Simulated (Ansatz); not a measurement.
The first iterations of a band of Cl4H2NTa + H2 (10 atoms, charge 0, multiplicity 1).

All numbers below come from RKS PBE0-D4/def2-SVP in Ansatz 0.2.0.

```yaml
movable_images: 9
climbing_image: yes
spring: 5.0 eV/Å²
optimiser: quadratic models (default)
start_path: through a guess of the saddle point
force_threshold: 0.05 eV/Å
iteration_limit: 41
end_points: relaxed
```

Image 0:

```xyz
10
Properties=species:S:1:pos:R:3
Ta -0.040 0.398 0.012
N 1.905 0.354 0.134
H 2.417 0.455 1.006
H 2.516 0.206 -0.664
Cl 0.010 0.722 2.323
Cl 0.283 0.051 -2.272
Cl -1.072 2.425 -0.344
Cl -1.233 -1.563 0.228
H 1.483 -3.106 0.715
H 2.220 -2.922 0.738
```

Image 10:

```xyz
10
Properties=species:S:1:pos:R:3
Ta -0.141 -0.405 0.165
N 2.188 -0.083 0.191
H 2.539 -0.146 1.148
H 2.453 0.832 -0.180
Cl 0.016 0.043 2.449
Cl 0.269 -1.324 -1.939
Cl 0.079 1.840 -0.521
Cl -2.317 -1.109 0.257
H 0.742 -1.828 0.665
H 2.662 -0.800 -0.360
```

| iteration | highest image above the first end (eV) | largest band force component (eV/Å) |
| --- | --- | --- |
| 1 | 4.783 | 7.122 |
| 2 | 2.426 | 3.313 |
| 3 | 1.629 | 6.317 |
| 4 | 1.309 | 1.414 |
| 5 | 1.175 | 0.759 |

Does the band converge within its limit, and where does its top end?

The forces met the threshold. It ended after 17 iterations with the highest image 0.942 eV above the first end. A vibrational analysis at the climbing image gives one clearly imaginary mode, 1295i cm⁻¹: a first-order saddle point. The orbitals stay closed-shell, which can raise the energy where a bond breaks towards radicals; this wasn't checked here.

The run took 9.9 min on 4 threads of Arm Neoverse V2, with other jobs on the host, peak memory 0.48 GiB.
